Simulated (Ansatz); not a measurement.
`[OH][Ti]([OH])([OH])[SH]` + `CBC=S` → `[CH3][Ti]([OH])([OH])[OH]` + `S=CBS`  (redistribution)

Calculated with Ansatz (gas phase, PBE0-D4/def2-TZVP geometries, no zero-point term in ΔE). CCSD(T)/CBS adds triple-zeta CCSD(T) − MP2 to the extrapolated MP2 energy (def2 sets, frozen cores). This one scheme is used for every species. DFT in def2-TZVPP. B3LYP here is the variant with VWN-RPA as its local correlation; programs differ in this. For Ti outer-core shells are correlated without core-valence functions, which leaves a few kJ/mol of doubt a bond. Scalar relativity is left out up to krypton. Each species was taken in one conformer, which may not be the lowest.

| level | ΔE (kJ/mol) | difference from CCSD(T)/CBS |
| --- | --- | --- |
| PBE-D4 | 48.0 | 17.8 |
| B3LYP-D4 | 39.2 | 9.0 |
| ωB97X-V | 35.3 | 5.1 |
| ωB97M-V | 35.4 | 5.2 |
| B2PLYP | 43.1 | 12.9 |
| PBE | 48.5 | 18.3 |
| r2SCAN | 51.7 | 21.5 |
| MP2/def2-TZVPP | 37.8 | 7.6 |
| CCSD/def2-TZVPP | 27.1 | -3.1 |
| CCSD(T)/def2-TZVPP | 33.8 | 3.6 |
| HF/def2-QZVPP | 33.9 | 3.7 |
| MP2/def2-QZVPP | 36.0 | 5.8 |
| SCS-MP2/def2-QZVPP | 30.0 | -0.2 |
| HF/CBS(def2) | 34.0 | 3.8 |
| MP2/CBS(def2) | 34.3 | 4.1 |
| CCSD/CBS(def2) | 23.6 | -6.6 |
| CCSD(T)/CBS | 30.2 | 0 |

Largest T1 diagnostic among the species: 0.025, so the coupled-cluster value is less sure than usual.

From PBE to PBE0 (25 % exact exchange), in def2-TZVPP and without D4, ΔE moves by −4.9 kJ/mol.
